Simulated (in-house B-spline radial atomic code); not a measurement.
As⁴⁺. Computed with a B-spline radial atomic code. Model: all-electron spherical atom, spin shells full or empty, radial basis limit, no spin-orbit coupling, Breit or QED, empty-state partial waves extrapolated as (l+1/2)^-4, RPA, G0W0 and static COHSEX of the highest shell as one setting changes (uncorrelated shells keep exact exchange).

In a row where one electron alone is correlated, RPA and GW hold only self-correlation.

Given: element As; charge 4; filled core Ar; hamiltonian one-electron scalar X2C; mean-field start PBE; highest l of empty states 9; nuclear rms radius 4.0968 fm; highest mean-field shell 4s up.

Shell: 3d 5 5, 4s 1 0 (electrons up and down).

```json
{"lowest nl shells left uncorrelated": "0", "RPA correlation energy (hartree)": "-2.2155", "G0W0 level (eV)": "-63.836", "G0W0 minus most complete (meV)": "0", "COHSEX level (eV)": "-65.561"}
{"lowest nl shells left uncorrelated": "1", "RPA correlation energy (hartree)": "?", "G0W0 level (eV)": "?", "G0W0 minus most complete (meV)": "?", "COHSEX level (eV)": "?"}
{"lowest nl shells left uncorrelated": "2", "RPA correlation energy (hartree)": "-1.8845", "G0W0 level (eV)": "-63.844", "G0W0 minus most complete (meV)": "-8.1", "COHSEX level (eV)": "-65.58"}
{"lowest nl shells left uncorrelated": "3", "RPA correlation energy (hartree)": "-1.3891", "G0W0 level (eV)": "-63.824", "G0W0 minus most complete (meV)": "11.2", "COHSEX level (eV)": "-65.541"}
{"lowest nl shells left uncorrelated": "4", "RPA correlation energy (hartree)": "-1.2045", "G0W0 level (eV)": "-63.95", "G0W0 minus most complete (meV)": "-114.5", "COHSEX level (eV)": "-65.775"}
{"lowest nl shells left uncorrelated": "5", "RPA correlation energy (hartree)": "?", "G0W0 level (eV)": "?", "G0W0 minus most complete (meV)": "?", "COHSEX level (eV)": "?"}
{"lowest nl shells left uncorrelated": "6", "RPA correlation energy (hartree)": "-0.0243", "G0W0 level (eV)": "-62.979", "G0W0 minus most complete (meV)": "856.1", "COHSEX level (eV)": "-64.309"}
```

What follows for lowest nl shells left uncorrelated = 5?

RPA correlation energy -0.68127 hartree; G0W0 level -63.888 eV; G0W0 minus most complete -52.9 meV; COHSEX level -65.689 eV.

What follows for lowest nl shells left uncorrelated = 1?

RPA correlation energy -2.0632 hartree; G0W0 level -63.835 eV; G0W0 minus most complete 0.5 meV; COHSEX level -65.56 eV.
